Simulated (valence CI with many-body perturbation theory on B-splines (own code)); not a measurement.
**Level structure of Xe XLVIII**

Method: relativistic CI+MBPT: five valence electrons over a frozen Dirac-Fock core [He], radial functions for each j: 11 s, 11 p, 10 d, 8 f, 5 g, 2 h, with the one-electron correlation potential Σ1 (screened to all orders), the two-electron term Σ2, the three-electron term Σ3, Breit, model QED; selected single and double excitations, second order for the rest, scaled by the run's own slope (own B-spline code, finite nucleus).

The last digits are not significant, and no measured levels were compared; by estimate large intervals hold to a few tenths of a per cent, small ones and those within an open d or f shell to about a per cent. Among the levels kept, up to 7200 cm⁻¹ of a level comes from second order outside the variational space, and about a tenth of that is noise between levels of different J, which matters for small intervals.

Levels 91 to 135 of 200, with energies above the lowest level, (2s^2 2p1/2^2 2p3/2) J=3/2. "Leading %" is the weight of the configuration and term that name the level; weights of strongly mixed levels are sums over their largest components and can fall short. In the jj column 3d3/2^4 stands for four electrons in 3d with j = 3/2. Lifetimes count E1, E2, E3, M1 and M2 decay at the calculated energies, and are blank where another channel may lead or the interval is too uncertain; long ones can be off by a factor of two.

```
No.  Configuration  Term    J  E (eV)  Leading %     Second component                     Leading jj  Lifetime
 91      2s 2p3 3d   2P°  3/2  5435.4         28   15 % 2s 2p3 3d 4P°  2s 2p1/2^2 2p3/2 3d5/2 (97 %)   2.89 fs
 92      2s 2p3 3s   4D°  7/2  5449.6         74  16 % 2s2 2p2 3p 4D°     2s 2p1/2 2p3/2^2 3s (74 %)    117 fs
 93     2s2 2p2 3p   2P°  3/2  5460.1         60  12 % 2s2 2p2 3p 2D°      2s^2 2p3/2^2 3p3/2 (92 %)    206 fs
 94      2s 2p3 3s   2D°  5/2  5461.3         73   19 % 2s 2p3 3s 4D°     2s 2p1/2 2p3/2^2 3s (94 %)   18.3 fs
 95     2s2 2p2 3p   2P°  3/2  5474.5         55  13 % 2s2 2p2 3p 2D°      2s^2 2p3/2^2 3p3/2 (86 %)    154 fs
 96      2s 2p3 3p    6P  3/2  5475.5         38    20 % 2s 2p3 3p 4D  2s 2p1/2 2p3/2^2 3p1/2 (97 %)   20.4 fs
 97      2s 2p3 3s   4P°  1/2  5485.0         83   15 % 2s 2p3 3s 2P°     2s 2p1/2 2p3/2^2 3s (99 %)   29.0 fs
 98      2s 2p3 3p    4F  5/2  5485.1         28    21 % 2s 2p3 3p 4P  2s 2p1/2 2p3/2^2 3p1/2 (96 %)   9.29 fs
 99      2s 2p3 3s   4S°  3/2  5503.6         38   21 % 2s 2p3 3s 4D°     2s 2p1/2 2p3/2^2 3s (93 %)   54.7 fs
100      2s 2p3 3s   2S°  1/2  5504.0         50   41 % 2s 2p3 3s 4D°     2s 2p1/2 2p3/2^2 3s (96 %)   13.5 fs
101      2s 2p3 3p    2F  7/2  5506.8         22    19 % 2s 2p3 3p 4F  2s 2p1/2 2p3/2^2 3p1/2 (53 %)   2.42 fs
102     2s2 2p2 3d    2D  3/2  5509.3         33   23 % 2s2 2p2 3d 4P      2s^2 2p3/2^2 3d3/2 (97 %)   2.55 fs
103     2s2 2p2 3d    4D  5/2  5511.0         28   20 % 2s2 2p2 3d 2F      2s^2 2p3/2^2 3d3/2 (89 %)   2.85 fs
104     2s2 2p2 3d    2P  1/2  5512.5         46   34 % 2s2 2p2 3d 4P      2s^2 2p3/2^2 3d3/2 (87 %)   2.59 fs
105      2s 2p3 3s   2D°  3/2  5512.9         74    7 % 2s 2p3 3s 4S°     2s 2p1/2 2p3/2^2 3s (94 %)   16.3 fs
106      2s 2p3 3s   2D°  5/2  5514.6         80   12 % 2s 2p3 3s 4D°     2s 2p1/2 2p3/2^2 3s (97 %)   59.5 fs
107      2s 2p3 3s   2P°  3/2  5514.8         36   34 % 2s 2p3 3s 4P°     2s 2p1/2 2p3/2^2 3s (91 %)   26.4 fs
108      2s 2p3 3p    2F  7/2  5520.4         18   16 % 2s2 2p2 3d 4F      2s^2 2p3/2^2 3d3/2 (47 %)   17.9 fs
109     2s2 2p2 3d    2F  7/2  5523.9         55   30 % 2s2 2p2 3d 4D      2s^2 2p3/2^2 3d5/2 (91 %)    109 fs
110     2s2 2p2 3d    4F  9/2  5525.0         60   38 % 2s2 2p2 3d 2G      2s^2 2p3/2^2 3d5/2 (98 %)   41.5 ps
111      2s 2p3 3s   2P°  1/2  5526.4         88    5 % 2s 2p3 3s 4P°     2s 2p1/2 2p3/2^2 3s (98 %)   30.1 fs
112      2s 2p3 3p    4P  5/2  5534.8         54    23 % 2s 2p3 3p 2D  2s 2p1/2 2p3/2^2 3p1/2 (98 %)   20.0 fs
113     2s2 2p2 3d    2P  1/2  5536.7         41   34 % 2s2 2p2 3d 2S      2s^2 2p3/2^2 3d5/2 (88 %)   3.13 fs
114     2s2 2p2 3d    2P  3/2  5544.9         40   29 % 2s2 2p2 3d 2D      2s^2 2p3/2^2 3d5/2 (52 %)   2.52 fs
115      2s 2p3 3p    4D  1/2  5551.5         68    22 % 2s 2p3 3p 2P  2s 2p1/2 2p3/2^2 3p1/2 (97 %)   21.1 fs
116     2s2 2p2 3d    2D  5/2  5553.2         61   13 % 2s2 2p2 3d 2F      2s^2 2p3/2^2 3d5/2 (93 %)   2.27 fs
117     2s2 2p2 3d    2D  3/2  5560.8         59    9 % 2s2 2p2 3d 2P      2s^2 2p3/2^2 3d3/2 (44 %)   1.66 fs
118      2s 2p3 3p    4P  1/2  5564.6         55    25 % 2s 2p3 3p 4D  2s 2p1/2 2p3/2^2 3p1/2 (94 %)   24.5 fs
119      2s 2p3 3p    4F  3/2  5567.3         26    17 % 2s 2p3 3p 4P  2s 2p1/2 2p3/2^2 3p1/2 (93 %)   15.9 fs
120      2s 2p3 3p    6P  7/2  5574.4         46    30 % 2s 2p3 3p 4F  2s 2p1/2 2p3/2^2 3p3/2 (97 %)   97.6 fs
121      2s 2p3 3p    2F  5/2  5574.4         45    17 % 2s 2p3 3p 2D  2s 2p1/2 2p3/2^2 3p1/2 (67 %)   28.8 fs
122     2s2 2p2 3d    2D  5/2  5576.0         32    13 % 2s 2p3 3p 4D      2s^2 2p3/2^2 3d5/2 (47 %)   5.30 fs
123     2s2 2p2 3d    2D  5/2  5577.4         31    15 % 2s 2p3 3p 2F      2s^2 2p3/2^2 3d5/2 (47 %)   3.78 fs
124      2s 2p3 3p    2D  3/2  5577.9         31    27 % 2s 2p3 3p 4D  2s 2p1/2 2p3/2^2 3p1/2 (85 %)   49.6 fs
125      2s 2p3 3p    4P  1/2  5583.5         55    29 % 2s 2p3 3p 2P  2s 2p1/2 2p3/2^2 3p3/2 (91 %)   7.28 fs
126      2s 2p3 3p    2P  3/2  5602.3         41    30 % 2s 2p3 3p 2D  2s 2p1/2 2p3/2^2 3p1/2 (95 %)   12.6 fs
127      2s 2p3 3p    4P  3/2  5603.0         50    29 % 2s 2p3 3p 2D  2s 2p1/2 2p3/2^2 3p3/2 (93 %)   7.65 fs
128      2s 2p3 3p    4P  1/2  5603.5         42    32 % 2s 2p3 3p 2S  2s 2p1/2 2p3/2^2 3p1/2 (95 %)   19.0 fs
129      2s 2p3 3p    4F  9/2  5609.7         99                       2s 2p1/2 2p3/2^2 3p3/2 (99 %)   1.98 ps
130      2s 2p3 3p    4D  7/2  5610.9         63    36 % 2s 2p3 3p 2F  2s 2p1/2 2p3/2^2 3p3/2 (99 %)   19.3 fs
131      2s 2p3 3p    2P  3/2  5618.2         64    16 % 2s 2p3 3p 4P  2s 2p1/2 2p3/2^2 3p3/2 (95 %)   8.43 fs
132      2s 2p3 3p    2D  5/2  5634.3         59    23 % 2s 2p3 3p 4P  2s 2p1/2 2p3/2^2 3p3/2 (98 %)   7.40 fs
133      2s 2p3 3d   6D°  3/2  5646.0         39   22 % 2s 2p3 3d 4D°  2s 2p1/2 2p3/2^2 3d3/2 (97 %)   16.4 fs
134      2s 2p3 3d   6D°  1/2  5647.3         43   20 % 2s 2p3 3d 4D°  2s 2p1/2 2p3/2^2 3d3/2 (96 %)   16.7 fs
135      2s 2p3 3d   6D°  5/2  5648.5         37   30 % 2s 2p3 3d 4F°  2s 2p1/2 2p3/2^2 3d3/2 (92 %)   10.9 fs
```

Where two levels of one J and parity lie close, their mixing, g and order are uncertain.
